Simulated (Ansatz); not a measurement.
One change: `[CH3][Mg][N](C)C` becomes `C[N](C)[Mg][SH]`.

Ansatz, PBE0-D4/def2-TZVP geometries, multiplicity 1. Each molecule was computed in one conformer, which needn't be the lowest.

| property | `[CH3][Mg][N](C)C` |
| --- | --- |
| LUMO energy (PBE0/def2-TZVPP) / eV | -0.69 |
| size of the dipole moment (PBE/def2-TZVPP) / D | 0.41 |
| HOMO energy (PBE/def2-TZVPP) / eV | -4.10 |
| HOMO–LUMO gap (PBE0/def2-TZVPP) / eV | 4.62 |
| HOMO–LUMO gap (ωB97M-V/def2-TZVPP) / eV | 8.06 |
| HOMO energy (PBE0/def2-TZVPP) / eV | -5.31 |

Task: Give the same properties after the change, and the shifts. (Best estimate.)

Result: The calculation gave: 
| property | `C[N](C)[Mg][SH]` | shift |
| --- | --- | --- |
| LUMO energy (PBE0/def2-TZVPP) / eV | -1.17 | -0.48 |
| size of the dipole moment (PBE/def2-TZVPP) / D | 1.31 | 0.90 |
| HOMO energy (PBE/def2-TZVPP) / eV | -4.41 | -0.31 |
| HOMO–LUMO gap (PBE0/def2-TZVPP) / eV | 4.45 | -0.17 |
| HOMO–LUMO gap (ωB97M-V/def2-TZVPP) / eV | 8.09 | 0.03 |
| HOMO energy (PBE0/def2-TZVPP) / eV | -5.62 | -0.31 |

With PBE0 the HOMO falls by 0.31 eV and the LUMO falls by 0.48 eV, so the gap narrows by about 0.17 eV. PBE moves the HOMO by -0.31 eV and ωB97M-V by -0.32 eV. Dipoles are sizes alone; their direction can turn.
